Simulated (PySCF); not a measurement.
C3H3N2, SMILES C1=NC=C[N]1 (connectivity only; charge and spin as stated), charge -1, multiplicity 1. Geometry: B3LYP-D3(BJ)/def2-SVPD. The multiplicity is an assumed one; other spin states were not compared. The isomer is the one that the SMILES or the coordinates give; other isomers of the formula were not compared.

Method: B3LYP-D3(BJ)/def2-SVPD run with PySCF.

Harmonic wavenumbers (cm⁻¹): 672, 701, 724, 788, 796, 936, 939, 1077, 1102, 1209, 1236, 1278, 1319, 1455, 1477, 3137, 3139, 3165. Rotational constants (GHz): 10.18, 9.675, 4.961; symmetry number 2.

Task: Work out the zero-point energy and the ideal-gas rigid-rotor harmonic-oscillator thermochemistry at 298.15 K and 1 atm.

Result: ZPE = ½ Σ hcν = ½ × 25148 cm⁻¹ = 150.42 kJ/mol. H − E(el) = 162.20 kJ/mol. Entropy in J/(mol K): translation 161.20, rotation 94.66, vibration 7.87, total 263.73. G − E(el) = 83.57 kJ/mol. Cp = 59.00 J/(mol K).
